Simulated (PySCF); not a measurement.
**Two-component Hartree-Fock for La⁺ (lanthanum, charge +1)**

Start: [Xe] 5d2; 5d5/2 filled at m_j = +3/2, +5/2. Calculated with PySCF 2.14 in x2c-TZVPall-2c with one added diffuse shell each of s, p, d type (12s12p11d2f, 117 functions): generalised Hartree-Fock with the X2C-1e Hamiltonian and a Gaussian nucleus; spin-orbit coupling (SO) screened by Boettger's factors. This is a chosen level, not necessarily the ground level.

| spinor shell | electrons | ε, screened SO (eV) | weight of nominal j (screened SO) | rms radius, screened SO (bohr) |
| --- | --- | --- | --- | --- |
| 1s1/2 | 2 | -39119.9 | 1.000 | 0.0286 |
| 2s1/2 | 2 | -6338.4 | 1.000 | 0.116 |
| 2p1/2 | 2 | -5964.5 | 1.000 | 0.100 |
| 2p3/2 | 4 | -5547.9 | 1.000 | 0.106 |
| 3s1/2 | 2 | -1404.5 | 1.000 | 0.303 |
| 3p1/2 | 2 | -1245.7 | 1.000 | 0.295 |
| 3p3/2 | 4 | -1162.2 | 1.000 | 0.308 |
| 3d3/2 | 4 | -886.60 | 1.000 | 0.279 |
| 3d5/2 | 6 | -869.01 | 1.000 | 0.283 |
| 4s1/2 | 2 | -306.04 | 1.000 | 0.694 |
| 4p1/2 | 2 | -245.06 | 1.000 | 0.719 |
| 4p3/2 | 4 | -227.22 | 1.000 | 0.746 |
| 4d3/2 | 4 | -124.95 | 0.998 | 0.820 |
| 4d5/2 | 6 | -121.86 | 0.999 | 0.830 |
| 5s1/2 | 2 | -52.805 | 1.000 | 1.68 |
| 5p1/2 | 2 | -33.995 | 0.946 | 1.89 |
| 5p3/2 | 4 | -31.583 | 0.973 | 1.96 |
| 5d5/2 | 2 | -10.735 | 0.880 | 3.15 |

```
   quantity  screened SO
E (hartree)  -8490.95676
        M_J            4
       ⟨J²⟩       20.017
       ⟨L²⟩       12.071
       ⟨S²⟩        2.040
```

Each row is a mean over spinors that exchange with the open shell spreads, by up to 3.167 eV (5p3/2).

Rows whose weight is well below 1 are mixtures of j = l ± 1/2: exchange outweighs spin-orbit coupling there, and the label is only the starting occupation.

Breit and QED terms are absent; they matter most for the inner s and p1/2 levels.

Densities and radii are taken from the X2C orbitals without a picture-change correction, which distorts them close to the nucleus.
